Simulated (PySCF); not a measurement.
How methods differ on the excitation energy of Si

Si [Ne] 3s2 3p2 (3P) → Si [Ne] 3s1 3p2 4s1 (5P), as a difference of total energies. All numbers are calculated (PySCF 2.14, scalar relativity by spin-free X2C-1e, in aug-cc-pVQZ-DK (7s6p4d3f2g, 84 functions)). Correlated levels: valence: [Ne] frozen. The calculations carry no spin-orbit coupling.

```
           method  excitation energy (eV)
              UHF                   8.532
    MP2 (valence)                   9.727
SCS-MP2 (valence)                  10.105
   CCSD (valence)                   9.963
CCSD(T) (valence)                  10.028
```

**Question.** How much does correlation contribute at CCSD(T) (valence)?

**Answer.** 10.028 − (8.532) = 1.496 eV, measured against UHF.

The upper state lies above the first ionisation limit, but in LS coupling its spin forbids autoionisation to the ground ion. A Rydberg-like electron needs more diffuse functions than a valence basis has.

The promoted electron is Rydberg-like, and one or two diffuse shells describe it only roughly, which tends to raise the upper state.
